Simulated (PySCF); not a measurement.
# Correlation energy of Kr⁺ (krypton, charge +1)

[Ar] 3d10 4s2 4p5, 2P determinant. Calculation: PySCF 2.14, in cc-pVDZ-PP with ECP10MDF (4s3p2d, 23 functions); a scalar-relativistic core potential. Frozen: 3s2 3p6 3d10; 7 electrons correlated.

MP2 pair energies summed by pair of shells (mhartree):

```tsv
pair	energy	share (%)
4p-4p	-63.62	68.3
4s-4p	-24.36	26.2
4s-4s	-5.15	5.5
```

Total MP2 correlation energy: -93.13 mhartree.

Same-spin part -23.96 and opposite-spin part -69.17 mhartree; SCS-MP2 scales them by 1/3 and 6/5 to -90.99 mhartree.

```
  level  correlation energy (mhartree)
   CCSD                        -106.83
    (T)                          -0.86
CCSD(T)                        -107.69
```

Diagnostics: T1 = 0.0047, D1 = 0.0158, largest double amplitude 0.049.

Q: Is a single reference adequate?

A: Yes, within this model without spin-orbit coupling: T1 lies below 0.03 and no double amplitude reaches 0.07.
